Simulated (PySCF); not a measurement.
**Polarisability and C₆ of Tl⁺ (thallium, charge +1)**

[Xe] 4f14 5d10 6s2, closed-shell 1S. Computed with PySCF 2.14 in aug-cc-pwCVTZ-DK3 (11s10p8d5f1g, 125 functions), with the spin-free X2C one-electron Hamiltonian (Gaussian nucleus). Coupled (time-dependent) response in atomic units; α is the mean over directions.

| method | mean α (bohr³) | C₆ (like pair) | S(−4) |
| --- | --- | --- | --- |
| PBE0 | 20.72 | 166.6 | 129.3 |

S(−4) is the Cauchy moment in α(ω) = α(0) + S(−4) ω² + …

α(iu) at PBE0:

```csv
u (hartree),α(iu) (bohr³)
0,20.72
0.0500,20.40
0.100,19.53
0.200,16.85
0.300,14.06
0.500,9.952
0.750,7.048
1.00,5.368
1.50,3.507
2.00,2.497
3.00,1.452
5.00,0.6621
```

For an ion, C₆ is the dispersion term alone; charge-induced terms of lower order in 1/R come first.

Spin-orbit coupling, which splits the p, d and f shells strongly at this Z, is absent.
